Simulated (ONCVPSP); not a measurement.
## La ONCV: all-electron and pseudo phase curves

* Element: lanthanum
* Generator: ONCVPSP 4.0.1
* Type: optimised norm-conserving Vanderbilt (ONCV)
* Functional: PBE
* Relativity: scalar-relativistic
* Frozen core: [Kr] 4d10
* Valence charge: 11
* Reference configuration: 5s2 5p6 5d2 6s1
* Partial waves: 5s+6s: rc 2.10 bohr, ncon 4, nbas 8, qcut 5.6 1/bohr, 3 projectors, debl 3.8 Ha; 5p: rc 2.85 bohr, ncon 4, nbas 7, qcut 5.9 1/bohr, 2 projectors, debl 0.9 Ha; 5d: rc 3.20 bohr, ncon 5, nbas 10, qcut 4.8 1/bohr, 1 projector; f scattering state at 0.1 Ha: rc 2.90 bohr, ncon 4, nbas 8, qcut 4 1/bohr, 1 projector
* Local potential: polynomial inside 2.00 bohr (lpopt 5, dvloc0 3 Ha)
* Core correction: Teter function, fcfact 4.75, rcfact 1.4

In the f channel the program set the typed energies aside and used -0.101 Ha.

The phase is arctan(r·R′/R) of the radial function R(r), unwrapped; energies in Ha, scanned from -3 to 5 Ha. A pole is an energy at which the radial function vanishes at the test radius. The pseudo phase is shifted by a multiple of π to meet the all-electron one at the reference energy, and phase errors are pseudo minus all-electron; the curves can meet again beyond the range given. Levels narrower than the energy grid can be missing from the lists of poles.

| channel | radius (bohr) | reference energy (Ha) | poles, all-electron | poles, pseudo | unbroken range about the reference energy with phases within 0.05 rad | phase error 1 Ha above the reference energy (rad) |
| --- | --- | --- | --- | --- | --- | --- |
| s | 2.13 | -0.11 | -0.77 | -0.77 | the whole range | -0.000 |
| p | 2.89 | -0.77 | -0.61, 2.41 | -0.61, 2.37 | below 3.5 | -0.000 |
| d | 3.24 | -0.08 | 0.25, 2.58 | 0.25, 2.41 | below 0.9 | -0.075 |
| f | 2.94 | -0.10 | -0.06, 1.75, 4.76 | -0.06, 3.86 | -0.1 to 0.0 | +1.153 |

Phases in the d channel:

| E (Ha) | all-electron | pseudo |
| --- | --- | --- |
| -2.98 | 1.423 | 1.423 |
| -2.76 | 1.416 | 1.416 |
| -2.54 | 1.408 | 1.408 |
| -2.32 | 1.399 | 1.399 |
| -2.10 | 1.388 | 1.388 |
| -1.88 | 1.375 | 1.375 |
| -1.66 | 1.358 | 1.358 |
| -1.44 | 1.336 | 1.336 |
| -1.22 | 1.307 | 1.307 |
| -1.00 | 1.264 | 1.264 |
| -0.78 | 1.193 | 1.192 |
| -0.56 | 1.046 | 1.045 |
| -0.34 | 0.564 | 0.562 |
| -0.12 | -0.895 | -0.895 |
| 0.10 | -1.433 | -1.433 |
| 0.32 | -1.618 | -1.620 |
| 0.54 | -1.753 | -1.760 |
| 0.76 | -1.939 | -1.961 |
| 0.98 | -2.419 | -2.541 |
| 1.20 | -3.710 | -3.883 |
| 1.42 | -4.299 | -4.360 |
| 1.64 | -4.485 | -4.519 |
| 1.86 | -4.574 | -4.600 |
| 2.08 | -4.630 | -4.653 |
| 2.30 | -4.671 | -4.694 |
| 2.52 | -4.704 | -4.731 |
| 2.74 | -4.734 | -4.769 |
| 2.96 | -4.766 | -4.814 |
| 3.18 | -4.803 | -4.882 |
| 3.40 | -4.852 | -5.016 |
| 3.62 | -4.934 | -5.481 |
| 3.84 | -5.117 | -7.052 |
| 4.06 | -5.852 | -7.535 |
| 4.28 | -7.220 | -7.669 |
| 4.50 | -7.557 | -7.732 |
| 4.72 | -7.671 | -7.771 |
| 4.94 | -7.729 | -7.798 |
